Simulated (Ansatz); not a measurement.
`[Br][Al]([Br])[Br]`. Charge 0, multiplicity 1.

Cartesian coordinates in Å:
```
Br -1.108 0.401 1.892
Al 0.000 0.000 0.000
Br 2.170 -0.504 0.065
Br -1.062 0.104 -1.957
```

(1) What are the harmonic wavenumbers in cm⁻¹ at PBE0-D4/def2-TZVP (Ansatz, finite differences of forces, unscaled)? (Estimate.)

(2) Is this a minimum?

(3) Give the ideal-gas thermochemistry at 298.15 K and 1 bar (rigid rotor, harmonic oscillator; point group D3h, symmetry number 6).

(4) And at 400, 500, 600, 800 and 1000 K?

## Answers

(1) Ansatz gave: 90, 90, 170, 232, 510, 510.

(2) Yes, all 6 modes are real.

(3) Zero-point energy 9.6 kJ/mol; H(298) − E = 27.5 kJ/mol; entropy 348.7 J/(mol·K), of which translation 178.5, rotation 116.2, vibration 54.0; G(298) − E = -76.4 kJ/mol. Modes under 100 cm⁻¹ are hindered rotations or soft bends, so the harmonic entropy is rough.

(4) 
```
T (K)  H − E (kJ/mol)  S (J/mol/K)  G − E (kJ/mol)
  400            35.4        371.3          -113.1
  500            43.3        388.9          -151.2
  600            51.3        403.6          -190.8
  800            67.6        427.0          -274.0
 1000            84.0        445.3          -361.3
```
